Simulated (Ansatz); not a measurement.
Ideal-gas functions of F$_{2}$H$_{2}$HfOSe (`[OH][Hf]([F])([F])[SeH]`) at 400 K and 1 bar, from an Ansatz frequency run at PBE0-D4/def2-TZVP.

Molar mass 313.46 g/mol, point group Cs (symmetry number 1), electronic degeneracy 1, moments of inertia 182.842, 553.654, 559.668 u Å². Harmonic wavenumbers (cm⁻¹, unscaled): 51, 112, 113, 151, 170, 177, 212, 240, 310, 448, 640, 650, 729, 2430, 4008.

Use S(trans) = R[1.5 ln M + 2.5 ln T − 1.1517]; rotational temperatures θ = 24.2544 K / I; S(rot) = R[ln(√π/σ · √(T³/θAθBθC)) + 1.5]; for each mode x = 1.438777 ν̃/T, S = R[x/(eˣ − 1) − ln(1 − e⁻ˣ)] and H = RT x/(eˣ − 1); 1 cm⁻¹ = 0.0119627 kJ/mol; R = 8.31446 J/(mol·K).

**Question.** By hand: the entropy, in J/(mol·K).

**Answer.** Translation 186.6. Rotation: θ = 0.1327, 0.0438, 0.0433 K, giving 126.4. Vibration, mode by mode: 22.43, 15.93, 15.86, 13.49, 12.53, 12.21, 10.77, 9.79, 7.83, 5.19, 3.00, 2.92, 2.33, 0.01, 0.00, in all 134.3. Electronic 0.0. Sum 447.3 J/(mol·K).

**Question.** By hand: H − E and G − E in kJ/mol, counted from the electronic energy.

**Answer.** Zero-point energy ½ × 10441 × 0.0119627 = 62.5; thermal vibration 25.5; translation, rotation and pV give 4 RT = 13.3. H − E = 101.3 kJ/mol, and G − E = 101.3 − 400 × 447.3/1000 = -77.6 kJ/mol.

Vibration gives 30 % of the entropy, 54.2 J/(mol·K) of it from the modes under 150 cm⁻¹: soft modes count most, and the harmonic formula is weakest for them. The sum counts one conformer and one mirror image; others add a mixing term.
